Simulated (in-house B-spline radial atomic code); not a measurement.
Eu. Computed with a B-spline radial atomic code. Model: non-relativistic spherical atom: semilocal Troullier-Martins pseudo-atom, one channel per l, against all electrons, high spin, G0W0 and RPA with empty states to l = 8, local potential for every l without a channel, a model core (radius 0 = none) keeps its share of the functional.

Without relativity these are model numbers for so heavy an element.

What the tables leave out is listed at the end.

The pseudopotential gives back the lowest level of each angular momentum of its own functional in the configuration it was made in; a second state of the same l is only approximately right. Exact exchange, RPA and GW see the smooth pseudo-orbitals and miss the exchange with the core, for which the functional's share stands in. The column with an uncorrelated core keeps all orbitals and exact exchange, and so separates missing core correlation from pseudisation. Only the three outermost levels and the lowest empty one were computed. RPA here is direct RPA, with no exchange kernel, and its energies carry an (l + 1/2)⁻⁴ tail. A hybrid on a potential with a model core restores only its own semilocal share of the core's exchange.

Command:
```bash
python run_psgw.py task.json out
```
Settings (lengths in bohr, energies in hartree):
```
Z                      63
electrons              63
configuration          [Xe] 4f7 6s2
generated_in           [Xe] 4f7 6s2
functional             lda,vwn
core_shells            10
radius_factor          1.3
core_correction        True
ion_configuration      [Xe] 4f7 6s1
```

Time taken, with all properties: 2.4 min on 1 thread of Arm Neoverse N1, on a shared host.

Given: made with LDA VWN5; model core radius 0.96 bohr; local radius 2.097 bohr; mean-field start PBE0.

Valence shells of the generating configuration: 5p, 4f, 6s.

Channel: s 3.4, p 1.867, d 2.716, f 2.576 (radii in bohr).

Computed: largest level miss in the spin-unpolarised generating configuration 0 eV; valence RPA correlation energy all-electron orbitals -0.78292 hartree; valence RPA correlation energy pseudo -1.2142 hartree; all-electron RPA polarisability, core included 134.93 bohr³; ionisation by mean-field pseudo minus all 0.202 eV; ionisation by RPA all-electron 5.6115 eV; ionisation by RPA pseudo minus all 0.232 eV.

```
        level  occupied  mean-field all-electron (eV)  mean-field pseudo minus all (eV)  G0W0 all-electron (eV)  G0W0 uncorrelated core minus all (eV)  G0W0 pseudo minus all (eV)  exchange self-energy all-electron (eV)  exchange self-energy pseudo (eV)
      6s down         1                       -3.7871                            -0.155                 -5.5206                                  0.019                      -0.295                                 -6.3445                            -6.576
        6s up         1                       -3.9667                            -0.038                 -5.7113                                  0.016                      -0.191                                 -6.7056                           -6.8034
5d up (empty)         0                       -1.5001                            -0.237                -0.16993                                  0.072                      -0.057                                 -5.8333                           -6.2827
```

Task: What is the ionisation by mean-field all-electron?

Result: 5.2556 eV.

Task: What is the pseudo-atom RPA polarisability?

Result: 123.37 bohr³.

Among the listed levels the largest G0W0 shift of the pseudo-atom is -0.29 eV, for 6s down on the PBE0 start, while leaving the core uncorrelated moves that level by +0.02 eV. So pseudisation and the lost core exchange, not the missing core correlation, make the error. Not in the tables (levels of low weight, unsolved or above zero; the highest and the empty levels are kept at any weight): the LDA start was refused, since an empty level lay at or below an occupied one; on PBE0 the G0W0 levels 4f up (pseudo minus all +3.68 eV, weights 0.92 and 0.47); no Hartree-Fock pseudo-atom is run with a model core.
